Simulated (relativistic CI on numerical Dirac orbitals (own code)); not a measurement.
**Slater and spin-orbit integrals, Zr24+**

Method of calculation: Dirac-Coulomb-Breit CI, separate exchange-only KLI orbitals for each configuration, model QED, unscaled Slater integrals (own radial code, finite nucleus).

Slater integrals F^k, G^k are unscaled and averaged over j, outside the closed core [Ne]; ζ comes from projecting the Hamiltonian with its Breit term on Σ l·s of the shell.

- 3s2.3p4: F^2(3p,3p) = 252050, ζ(3p) = 101480 cm⁻¹; <r>(3p) = 0.3947, <r^2>(3p) = 0.1796 (bohr units).
- 3s.3p5: G^1(3s,3p) = 319980, ζ(3p) = 101400 cm⁻¹; <r>(3s) = 0.4049, <r^2>(3s) = 0.1865, <r>(3p) = 0.3951, <r^2>(3p) = 0.1799 (bohr units).
- 3s2.3p3.3d: F^2(3p,3p) = 251720, ζ(3p) = 101310, F^2(3p,3d) = 252360, G^1(3p,3d) = 272400, G^3(3p,3d) = 181360, ζ(3d) = 12058 cm⁻¹; <r>(3p) = 0.3952, <r^2>(3p) = 0.18, <r>(3d) = 0.3543, <r^2>(3d) = 0.1455 (bohr units).

Averages of the first 10 configurations, taken without configuration mixing, which lowers the lowest level and can move excited configurations by several eV; other configurations of the list can lie among them:

| Configuration | Parity | States | Average energy above the lowest level (eV) |
| --- | --- | --- | --- |
| 3s2.3p4 | even | 15 | 20.7 |
| 3s.3p5 | odd | 12 | 115.0 |
| 3s2.3p3.3d | odd | 200 | 137.6 |
| 3p6 | even | 1 | 220.2 |
| 3s.3p4.3d | even | 300 | 227.1 |
| 3p5.3d | odd | 60 | 327.5 |
| 3s.3p3.3d2 | odd | 1800 | 343.2 |
| 3s2.3p2.3d.4p | odd | 900 | 722.2 |
| 3p5.4s | odd | 12 | 763.1 |
| 3s2.3p3.4s | odd | 40 | 571.3 |
